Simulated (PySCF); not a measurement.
The PySCF input:
```python
from pyscf import gto, scf, mp

mol = gto.Mole()
mol.atom = '''
    C    -0.000866    0.100896    0.011702
    H    -0.978471   -0.312313   -0.024675
    H     0.983665   -0.293060   -0.045538
'''
mol.basis = 'def2-svp'
mol.charge = 0
mol.spin = 2
mol.verbose = 3
mol.build()

mf = scf.UHF(mol)
mf.kernel()

pt = mp.MP2(mf, frozen=1)
pt.kernel()
print('E(MP2) = %.10f' % pt.e_tot)
```

What does this run give for the SCF-reference HOMO energy, SCF-reference Mulliken (on the basis functions themselves) charges in atom order, total energy, SCF-reference dipole moment?


| Property | Result |
|---|---|
| SCF-reference HOMO energy | -11.18 eV |
| SCF-reference Mulliken (on the basis functions themselves) charges in atom order | C1 -0.16, H2 0.08, H3 0.08 |
| total energy | -38.9859 Eh |
| SCF-reference dipole moment | 0.55 D |

These values belong to the state on which the SCF converged, which isn't shown to be the lowest.
